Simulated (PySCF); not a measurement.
# Indirect couplings

Bonds (- single, = double, # triple, : aromatic): O1=C2, C2-C3, C3-C4, C4-C5, C5-C6, C6-C7, C7-C3. C2 carries H8; C3 carries H9; C4 carries H10, H11; C5 carries H12, H13; C6 carries H14, H15; C7 carries H16, H17. H10, H12, H14, H16 are cis to C2 on the ring; H11, H13, H15, H17 are trans to C2 on the ring.

Couplings: B3LYP/pcJ-1 (without the spin–dipole term) in PySCF 2.14, geometry PBE0-D3(BJ)/def2-SVP; gas phase, one conformer, non-relativistic. Couplings are averaged over pairs made equivalent by symmetry, fast rotation or ring inversion, so a value needn't be that of the named pair in this geometry, while other rotamers aren't included; one pair stands for each set, and the list holds a selection of those of at least 1.5 Hz over up to four bonds, among pairs with at least one C or H atom (others weren't computed).

Isotopes: $^{13}$C, $^{1}$H, $^{17}$O. Couplings to quadrupolar nuclei such as 17O and 33S are rarely resolved in practice.

```tsv
pair	bonds	J (Hz)
O1, C2	1	?
C2, C3	1	?
C2, H8	1	173.4
C3, C4	1	34.9
C3, H9	1	134.4
C4, C5	1	34.7
C4, H10	1	136.7
C4, H11	1	?
C5, C6	1	33.6
C5, H12	1	135.4
C5, H13	1	135.4
C4, C7	2	?
C4, H13	2	-2.4
C5, H10	2	?
C5, H11	2	-2.8
C5, H15	2	?
H12, H13	2	-13.6
C4, H8	3	2.1
C4, H14	3	?
C4, H15	3	5.8
C4, H17	3	2.6
C5, H17	3	?
H10, H12	3	8.3
H10, H13	3	7.2
H11, H13	3	8.1
H13, H15	3	6.3
```

Question: Estimate the withheld couplings, with signs.

Answer: 
- $^{1}J$(O1,C2) = 33.9 Hz (bond length 1.201 Å)
- $^{1}J$(C2,C3) = 40.9 Hz (bond length 1.508 Å)
- $^{1}J$(C4,H11) = 137.3 Hz (bond length 1.101 Å, sp3 carbon)
- $^{2}J$(C4,C7) = 2.5 Hz (angle at C3 106°)
- $^{2}J$(C5,H10) = -3.1 Hz (mean over equivalent pairs that range from -4.0 to -2.2 Hz in this conformer)
- $^{2}J$(C5,H15) = -2.6 Hz (mean over equivalent pairs that range from -3.8 to -1.5 Hz in this conformer)
- $^{3}J$(C4,H14) = 5.5 Hz (mean over equivalent pairs that range from 1.4 to 9.7 Hz in this conformer)
- $^{3}J$(C5,H17) = 4.5 Hz (mean over equivalent pairs that range from 0.4 to 8.6 Hz in this conformer)
